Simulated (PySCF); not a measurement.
Calculation: PBE0-D3(BJ)/def2-TZVP // PBE0-D3(BJ)/def2-SVP (PySCF 2.14.0). All species are isolated molecules in the gas phase. One relaxed conformer stands for a flexible species; it need not be the lowest. Excitations are Tamm–Dancoff values on a coarser integration grid. The basis has no diffuse functions, so Rydberg states are missing or too high.

Reference species (SMILES): `s1c2c(c(c(cc2)C#C)B)cc1` (neutral, multiplicity 1).

```json
{
 "S1 oscillator strength": "0.065",
 "S1–T1 gap (TDA)": "1.01 eV",
 "LUMO": "-2.39 eV"
}
```

Changed species: `Bc1cc2c(C#C)cccc2s1`.

### Question
Predict the effect on the S1 oscillator strength, S1–T1 gap (TDA) and LUMO.

### Answer
the S1 oscillator strength goes up by 0.081, to 0.146; the S1–T1 gap (TDA) goes up by 0.12 eV, to 1.13 eV; the LUMO decreases by 0.12 eV, to -2.51 eV.
